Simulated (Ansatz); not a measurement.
Molecule: CuF$_{2}$, net charge 1, triplet state. The spin state was set by rule; other spins were not relaxed. 
Geometry from a B3LYP-D3(BJ)/def2-TZVP (Ansatz, a first-principles code) optimisation:
```
Cu
F 1 1.7108
F 1 1.7108 2 180.00
```
Charge +1, spin multiplicity 3.

Property: vertical ionisation energy (to the quartet state of charge +2; each state is the SCF solution reached for its spin; for the triplet T1 is 0.068), in eV. Valence correlation only, unless marked. UHF or UKS for open shells. No spin-orbit coupling. Frozen are the shells of the preceding noble gas and the d and f shells that filled before the atom's block. No relativistic terms. 

| level | program | vertical ionisation energy (eV) |
|---|---|---|
| SVWN5/def2-TZVPD | Ansatz | 21.39 |
| PBE/def2-TZVPD | Ansatz | 21.08 |
| r2SCAN/def2-TZVPD | Ansatz | 21.01 |
| B3LYP/def2-TZVPD | Ansatz | 21.00 |
| CCSD(T)/def2-SVPD | Ansatz | 19.81 |
| CCSD(T)/def2-TZVPPD | Ansatz | 19.87 |
